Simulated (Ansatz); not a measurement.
A nudged elastic band was laid between two geometries of C2H5NSi (9 atoms, charge 0, multiplicity 1).

The calculation used Ansatz 0.2.0, RKS PBE0-D4/def2-SVP.

```json
{"movable images": "5", "climbing image": "yes", "spring": "5.0 eV/Å²", "optimiser": "quadratic models (default)", "start path": "through a guess of the saddle point", "force threshold": "0.5 eV/Å", "iteration limit": "60", "end points": "relaxed"}
```

Initial state:

```xyz
9
Properties=species:S:1:pos:R:3
C -0.065 1.048 -0.699
C -0.249 -0.200 0.065
Si -0.745 -2.041 0.360
N 0.039 -0.467 1.275
H 0.581 0.846 -1.568
H -1.036 1.367 -1.109
H 0.368 1.865 -0.099
H 0.607 -2.563 -0.177
H 0.501 0.144 1.952
```

Final state:

```xyz
9
Properties=species:S:1:pos:R:3
C 0.218 1.582 -0.473
C -0.291 0.344 -0.517
Si -0.648 -2.303 0.284
N 0.020 -0.694 0.351
H -0.090 2.330 -1.204
H -1.025 0.070 -1.285
H 0.950 1.879 0.284
H 0.166 -2.774 1.498
H 0.700 -0.434 1.062
```

(1) Which bonds break or form, and what moves?

(2) What energy profile does the band end with?

(3) What is the geometry of the highest image?

The band took 14 iterations and of the order of 2.3 core-minutes.

Answers

(1) Bonds broken: C1–H6, C2–Si3. Bonds formed: C2–H6.

(2) The forces met the threshold. The highest image is number 3 of 0 to 6, 2.21 eV above the first end and 3.00 eV above the last; the last end lies 0.78 eV below the first. The threshold of 0.5 eV/Å is loose, so the images may lie well off the minimum-energy path. Neighbouring images differ by up to 1.4 eV, so the band resolves the path poorly. The order of the stationary point at the top wasn't checked. The orbitals stay closed-shell, which can raise the energy where a bond breaks towards radicals; this wasn't checked here.

| image | path coordinate (Å) | energy (eV) | C1–H6 (Å) | C2–Si3 (Å) | C2–H6 (Å) |
| --- | --- | --- | --- | --- | --- |
| 0 | 0.00 | 0.00 | 1.10 | 1.93 | 2.11 |
| 1 | 1.23 | 0.37 | 1.11 | 2.07 | 2.09 |
| 2 | 2.46 | 1.26 | 1.11 | 2.46 | 1.99 |
| 3 | 3.70 | 2.21 | 1.33 | 2.70 | 1.31 |
| 4 | 4.20 | 0.89 | 1.73 | 2.79 | 1.11 |
| 5 | 4.70 | -0.51 | 2.01 | 2.82 | 1.09 |
| 6 | 5.20 | -0.78 | 2.12 | 2.79 | 1.10 |

(3) 
```xyz
9
Properties=species:S:1:pos:R:3
C 0.142 1.372 -0.685
C -0.279 0.055 -0.702
Si -0.567 -2.396 0.393
N 0.048 -0.752 0.349
H -0.089 1.988 -1.561
H -1.130 1.035 -0.530
H 0.825 1.819 0.065
H 0.322 -2.706 1.621
H 0.728 -0.415 1.048
```

The run took 73 s on 2 threads of Intel(R) Xeon(R) 6975P-C (Granite Rapids), with other jobs on the host, peak memory 0.18 GiB.
